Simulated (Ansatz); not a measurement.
A CCSD(T) single point on CH5AlS2 (`[CH3][Al]([SH])[SH]`).

```yaml
crystal:
  periodic: [false, false, false]
  atoms:
    - {symbol: C, position_ang: [-0.517624, 0.371591, 1.058970]}
    - {symbol: Al, position_ang: [0.289658, -0.205918, -0.611747]}
    - {symbol: S, position_ang: [2.175413, -1.307540, -0.682617]}
    - {symbol: S, position_ang: [-0.587546, 0.168183, -2.577140]}
    - {symbol: H, position_ang: [0.187501, 0.967771, 1.645337]}
    - {symbol: H, position_ang: [-0.796065, -0.492587, 1.669547]}
    - {symbol: H, position_ang: [-1.415750, 0.972155, 0.898360]}
    - {symbol: H, position_ang: [2.307174, -1.291072, 0.655190]}
    - {symbol: H, position_ang: [-1.642760, 0.817407, -2.055910]}
basis:
  gaussian: {orbitals: def2-TZVPP}
correlation: {method: ccsd_t}
```

```sh
$ ansatz run in.yaml --threads 2 --pin off --events-out ev --progress --plain --max-ram 32768MiB --backend cuda --devices 0, --max-vram 18GiB
```

Output of Ansatz, abridged:

```
Functional definition: HF
1291 factors; integrals over basis functions are off by at most 1.3e-3 eV
mean field evaluation 1: about -29328.7946 eV, gradient 2.9e1 eV
mean field evaluation 2: about -29328.9605 eV, gradient 3.0e1 eV
mean field evaluation 4: about -29331.5520 eV, gradient 2.7e0 eV
mean field evaluation 8: about -29331.6030 eV, gradient 2.3e-1 eV
mean field -29331.60325707 eV, -1077.9165380226 hartree, gradient 2.3e-6 eV, S^2 0.000000; 0 other end points of the search recorded, 0 dependent functions left out
16 core orbitals not correlated: weight in the atoms' cores, before any rotation towards them, 1.000 or more for the frozen orbitals, at most 0.000 for the correlated occupied ones
reference -29331.60325707 eV, -1077.9165380226 hartree; 12, 12 occupied and 199, 199 virtual orbitals, 1291 factors
second order -16.59595175 eV of doubles, -0.00000000 eV of singles
cycle   1  -17.61326636 eV  change    -1.0e0 eV  update   8.5e-2
cycle   2  -18.04454775 eV  change   -4.3e-1 eV  update   2.5e-2
cycle   3  -18.10189313 eV  change   -5.7e-2 eV  update   1.0e-2
cycle   4  -18.09756119 eV  change    4.3e-3 eV  update   2.7e-3
cycle   5  -18.09641617 eV  change    1.1e-3 eV  update   1.0e-3
cycle   6  -18.09610456 eV  change    3.1e-4 eV  update   3.1e-4
cycle   7  -18.09605828 eV  change    4.6e-5 eV  update   9.8e-5
cycle   8  -18.09608658 eV  change   -2.8e-5 eV  update   3.4e-5
cycle   9  -18.09608537 eV  change    1.2e-6 eV  update   1.1e-5
perturbative correction -0.79071080 eV, -0.0290580858 hartree
Total energy: -29350.49005324 eV, -1078.6106149797 hartree
```

It took 2.9 s on 2 threads of an AMD EPYC 7R13 on a shared host and a share of an NVIDIA H100 80 GB, with 0.78 GiB of host memory at the peak.

The correlation energy is -18.887 eV, 4.2 % of it from (T); the T1 diagnostic reads 0.0107.
